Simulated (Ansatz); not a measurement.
C₃H₁₁BSi (`B[Si](C)(C)C`), 16 atoms. The species carries charge 0 and has multiplicity 1. All runs use 4 threads of an Arm Neoverse V1 on a shared host. Correlated methods freeze the cores.

Question: How many basis functions does each run have, and how long does it take in Ansatz? RHF-CCSD(T)/def2-TZVPP energy; RKS B97M-V/def2-TZVPP energy; RKS PBE0-D4/def2-TZVP frequencies; RKS ωB97M-V/def2-QZVPP energy; RHF-MP2/def2-QZVPP energy; RKS ωB97M-V/def2-SVP energy; RKS SPW92 (LDA)/def2-TZVPP energy; RKS r2SCAN0-D4/def2-TZVPP energy; RHF-CCSD(T)/def2-SVP energy; RKS BLYP-D4/def2-TZVPP energy; RKS PBE0-D4/def2-QZVPP energy; RKS PBE0-D4/def2-TZVP relaxation (26 steps). (Estimate.)

Answer: Ansatz gave: Other jobs shared the machine, so times are rough.

```csv
level,job,functions,wall time,peak host memory (GiB)
RKS SPW92 (LDA)/def2-TZVPP,energy,320,2 s,0.47
RKS BLYP-D4/def2-TZVPP,energy,320,3.9 s,0.48
RKS ωB97M-V/def2-SVP,energy,129,6 s,0.42
RKS r2SCAN0-D4/def2-TZVPP,energy,320,8 s,0.93
RHF-CCSD(T)/def2-SVP,energy,129,12 s,0.83
RKS B97M-V/def2-TZVPP,energy,320,14 s,0.58
RKS PBE0-D4/def2-QZVPP,energy,628,14 s,2.5
RKS ωB97M-V/def2-QZVPP,energy,628,31 s,3.1
RHF-MP2/def2-QZVPP,energy,628,47 s,5.7
RKS PBE0-D4/def2-TZVP,relaxation (26 steps),227,110 s,0.67
RKS PBE0-D4/def2-TZVP,frequencies,227,4.7 min,0.71
RHF-CCSD(T)/def2-TZVPP,energy,320,22 min,4.7
```
